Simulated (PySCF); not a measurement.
Compound: C3H8NOSi (doublet state).
Cartesian coordinates in Å at the GFN2-xTB level; atoms count from 1:
```
atom  x, y, z in Å
C1    -3.3039    0.0702    0.4153
O2    -1.9820    0.0479    0.3118
Si3   -0.9526   -0.0372   -0.9607
C4     0.6797   -0.0029   -0.0319
N5     1.7691   -0.0500   -0.6602
C6     3.0139   -0.0238    0.0397
H7    -3.9240    0.0250   -0.4591
H8    -3.7131    0.1306    1.4045
H9    -1.1730   -1.2741   -1.7176
H10   -1.1433    1.1093   -1.8555
H11    0.6656    0.0598    1.0710
H12    3.5693   -0.9263   -0.2202
H13    3.5879    0.8312   -0.3208
H14    2.9056    0.0398    1.1324
```

The hyperfine couplings belong to this conformer and change with its torsions.

The species is `[CH2]O[SiH2]/C=N/C` [radical].

The calculation used UKS B3LYP, pcH-1 on C H N O Si, non-relativistic, mean-field spin-orbit, GIAO in PySCF 2.14.0. Isolated species at its GFN2-xTB geometry (one conformer only). The geometry wasn't refined by DFT: couplings that depend on bond lengths, twists or pyramidal angles can differ widely from those at the functional's own minimum. The SCF solution wasn't tested for stability.

Task: Where do the isotropic ENDOR lines of H8, H7, H9/H10 and H12/H13/H14 fall at 1211.8 mT, to first order?

Result: For S = 1/2 in fast tumbling each set of equivalent nuclei gives two lines, ν± = |νn ± a/2| to first order, with νn = g_N μN B/h and μN/h = 7.62259 MHz/T.

```
     nuclei  isotope     g_N  νn (MHz)  a_iso (MHz)  lower line (MHz)  upper line (MHz)
         H8       1H  5.5857     51.60       -65.35             18.92             84.27
         H7       1H  5.5857     51.60       -64.37             19.41             83.78
     H9/H10       1H  5.5857     51.60        10.88             46.15             57.04
H12/H13/H14       1H  5.5857     51.60         0.61             51.29             51.90
```

Task: Which pairs are centred on the nuclear Larmor frequency, and which on half the coupling?

Result: Centred on νn, since |a| < 2νn: H8, H7, H9/H10 and H12/H13/H14. No pair has |a| > 2νn.

Task: At what field would the lower line of H8 fall to zero frequency?

Result: Where νn = |a|/2, that is B = 32.68 MHz/(5.5857 × 7.62259 MHz/T) = 767 mT, as far as first order holds there.

Class means assume fast exchange of nuclei equivalent by connectivity; if that motion is slow, each nucleus keeps its own coupling. H7 and H8 aren't averaged: C1 is flat or nearly so (angle sum 360°), and its turn about the short C1–O2 bond (1.33 Å) is taken as slow.

Largest spin populations (Mulliken): C1 (+0.97) and O2 (+0.10). C1 is the only atom above +0.15. The angles at C1 add up to 360.0°, so it is planar; its axial dipolar tensor and the negative couplings of its protons fit spin in a p orbital normal to that plane.

Time: 59 s of wall time (grids of density and orbitals included); peak memory 0.88 GiB. Hardware: an Arm Neoverse V1 with one thread, on a shared host.
